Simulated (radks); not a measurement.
Results of a calculation; reference values are marked as such.
Task: These are the eigenvalues of the occupied orbitals of an atom or ion with whole-number occupations (Ry). Code: a radial shooting solver on a logarithmic mesh with Libxc functionals. Model: scalar-relativistic Kohn-Sham, r2SCAN, spin-polarised, spherical densities, finite nucleus; meta-GGA in the generalised Kohn-Sham scheme; Fermi nuclear charge, rms radius of each element as measured or else 0.836 A^(1/3) + 0.57 fm.

1s: -6569.217
2s: -1514.147
2p: -1367.690
3s: -620.1898

Which element is it, and in what charge state? The configuration may be excited. Open shells, if any, are filled with parallel spins first.

Result: Z = 80, mercury, charge +68: Hg68+ in [Ne] 3s2. The list shows which subshells hold electrons but not how many an open one holds; the 1s level, -3284.6 hartree, gives Z - s = 81.1 by -(Z - s)^2/2, which with screening and relativity narrows Z to a few neighbours, and the depths of the outer levels then fix element, charge and occupations together.
